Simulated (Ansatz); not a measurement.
`ClC[SiH2]Br` → `ClCBr` + `[SiH2]`  (silylene formation by 1,1-elimination)

Calculated with Ansatz (gas phase, PBE0-D4/def2-TZVP geometries, no zero-point term in ΔE). CCSD(T)/CBS is the MP2 limit (def2-TZVPP, def2-QZVPP) plus CCSD(T) − MP2 in def2-TZVPP, frozen cores. This one scheme is used for every species. DFT in def2-TZVPP. For Br outer-core shells are correlated without core-valence functions, which leaves a few kJ/mol of doubt a bond. Scalar relativity is left out up to krypton. One conformer a species, not always the lowest.

(1) Is it downhill or uphill in electronic energy at CCSD(T)/CBS, and by how much? (Best estimate.)

(2) What do these levels give: ωB97M-V, PBE0, HF/def2-TZVPP, CCSD/def2-TZVPP, MP2/def2-QZVPP, MP2/CBS(def2)? (An estimate is asked.)

Largest T1 diagnostic among the species: 0.014.

Answers

(1) The calculation gave: Uphill: ΔE = +388.7 kJ/mol.

(2) Computed: ωB97M-V 383.9, PBE0 389.4, HF/def2-TZVPP 374.4, CCSD/def2-TZVPP 373.6, MP2/def2-QZVPP 408.2, MP2/CBS(def2) 413.4 kJ/mol.

From PBE to PBE0 (25 % exact exchange), in def2-TZVPP and without D4, ΔE moves by +16.8 kJ/mol. The D4 term adds +14.3 kJ/mol with B3LYP and +7.8 kJ/mol with PBE0; it sums over pairs of atoms, weighted by their polarisabilities, and B3LYP, whose exchange is more repulsive, gets the larger term.

B3LYP here is the variant with VWN-RPA as its local correlation; programs differ in this.
